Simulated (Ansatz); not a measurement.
Calculation: frozen-core CCSD(T)/cc-pVTZ // PBE0-D3(BJ)/def2-TZVP (Ansatz, a program for electronic structure).

Ansatz 0.2 input:
```yaml
crystal:
  periodic: [false, false, false]
  atoms:
    - { symbol: S, position_ang: [1.404732, -1.220566, 0.061058] }
    - { symbol: B, position_ang: [-0.143448, -0.300295, -0.026933] }
    - { symbol: S, position_ang: [-0.323725, 1.490448, 0.044368] }
    - { symbol: S, position_ang: [-1.627992, -1.313511, -0.203055] }
    - { symbol: H, position_ang: [2.230413, -0.170603, 0.182775] }
    - { symbol: H, position_ang: [0.971931, 1.817208, 0.171217] }
    - { symbol: H, position_ang: [-2.511912, -0.302683, -0.229431] }
basis:
  gaussian: { orbitals: cc-pVTZ }
correlation:
  method: ccsd_t
```

Output:

```
Functional definition: HF
998 factors; integrals over basis functions are off by at most 1.1e-3 eV
mean field evaluation 1: about -33173.3035 eV, gradient 1.9e1 eV
mean field evaluation 2: about -33173.5968 eV, gradient 1.9e1 eV
mean field evaluation 4: about -33175.3287 eV, gradient 2.8e0 eV
mean field evaluation 8: about -33175.3708 eV, gradient 2.5e-1 eV
mean field evaluation 16: about -33173.3043 eV, gradient 1.9e1 eV
mean field -33175.37112703 eV, -1219.1724018442 hartree, gradient 1.7e-6 eV, S^2 0.000000; 0 other end points of the search recorded, 0 dependent functions left out
16 core orbitals not correlated
reference -33175.37112703 eV, -1219.1724018442 hartree; 12, 12 occupied and 146, 146 virtual orbitals, 998 factors
second order -17.20297254 eV of doubles, -0.00000000 eV of singles
cycle   1  -18.08268187 eV  change   -8.8e-1 eV  update   9.9e-2
cycle   2  -18.54232038 eV  change   -4.6e-1 eV  update   2.9e-2
cycle   3  -18.63232652 eV  change   -9.0e-2 eV  update   1.5e-2
cycle   4  -18.62553275 eV  change    6.8e-3 eV  update   4.0e-3
cycle   5  -18.62372224 eV  change    1.8e-3 eV  update   1.5e-3
cycle   6  -18.62330774 eV  change    4.1e-4 eV  update   4.5e-4
cycle   7  -18.62327763 eV  change    3.0e-5 eV  update   1.2e-4
cycle   8  -18.62331906 eV  change   -4.1e-5 eV  update   3.8e-5
cycle   9  -18.62332374 eV  change   -4.7e-6 eV  update   1.1e-5
perturbative correction -0.91771133 eV, -0.0337252692 hartree
Total energy: -33194.91216210 eV, -1219.8905216374 hartree
```

Cost: around 80 core-seconds (rough).
